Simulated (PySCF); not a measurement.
**CH5BrGe: core ionisation energies**

Compound: methylgermylbromide, CH₅BrGe.
Bonds: C1–Ge2, Ge2–Br3. Hydrogens: H4, H5, H6 on C1; H7, H8 on Ge2.

Method used: delta-SCF UKS SCAN, pcX-2 on the ionised atom, pcseg-1 elsewhere, spin-free X2C (PySCF). Binding energies are ΔSCF values: E(core-ionised, relaxed orbitals) − E(ground state) at a fixed geometry, referred to the vacuum level.

Question: List the computed XPS lines with their assignment.

Answer: 
```json
{"atom(s)": "C1", "bonded to": "3 H and Ge", "level": "C 1s", "binding energy (eV)": "290.71", "count": "1"}
```

Question: Which photon energy gives electrons from C 1s of C1 a kinetic energy of 200 eV, and what is their de Broglie wavelength?

Answer: hν = 290.71 + 200 = 490.71 eV, recoil neglected; λ = 12.264 Å/√(E/eV) = 0.87 Å.

Question: What is the longest wavelength that can ionise C 1s of C1 vertically?

Answer: λ = hc/E = 12398.42 eV Å / 290.71 eV = 42.649 Å.

No level of bromine or germanium is listed. Geometry: PBE0-D3(BJ)/def2-SVP; no solvent, vibrations or thermal averaging.
